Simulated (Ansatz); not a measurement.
`[SiH3][PH][GaH][SiH3]` + H–F → `[F][GaH][SiH3]` + `[SiH3]P`  (cleavage of the Ga–P bond)

Computed with Ansatz on PBE0-D4/def2-TZVP structures; ΔE is electronic, products minus reactants. CBS: MP2 limit from def2 TZ/QZ plus the TZ coupled-cluster correction, frozen cores. This one scheme is used for every species. Functionals use def2-TZVPP. HSE06 is defined as in plane-wave codes. For Ga outer-core shells are correlated without core-valence functions, which leaves a few kJ/mol of doubt a bond. Scalar relativity is left out up to krypton. Each species was taken in one conformer, which may not be the lowest.

**Question.** Is it downhill or uphill in electronic energy at CCSD(T)/CBS, and by how much? (Best estimate.)

**Answer.** Ansatz gave: Downhill: ΔE = -26.3 kJ/mol.

**Question.** What do these levels give: revPBE-D4, HSE06-D4, ωB97X-V, HSE06, BHLYP, MP2/def2-TZVPP? (Estimate.)

**Answer.** The calculation gave: revPBE-D4 -26.3, HSE06-D4 -23.7, ωB97X-V -45.9, HSE06 -31.9, BHLYP -54.8, MP2/def2-TZVPP -26.1 kJ/mol.

**Question.** What do rigid-rotor, harmonic-oscillator terms from PBE0-D4/def2-TZVP frequencies (298.15 K, 1 bar) make of the CCSD(T)/CBS value? (An estimate is asked.)

**Answer.** Ansatz gave: ΔZPE = -1.1 kJ/mol, ΔH = -31.7 kJ/mol, ΔS = 13 J/(mol·K), ΔG = -35.5 kJ/mol. Modes under 50 cm⁻¹ make the entropy rough.

Largest T1 diagnostic among the species: 0.014.

In def2-TZVPP, CCSD(T) changes the Hartree–Fock value by +31.7 kJ/mol (the triples alone add +4.8 kJ/mol) and MP2 by +38.1 kJ/mol. From BLYP to BHLYP (50 % exact exchange), in def2-TZVPP and without D4, ΔE moves by +5.9 kJ/mol.
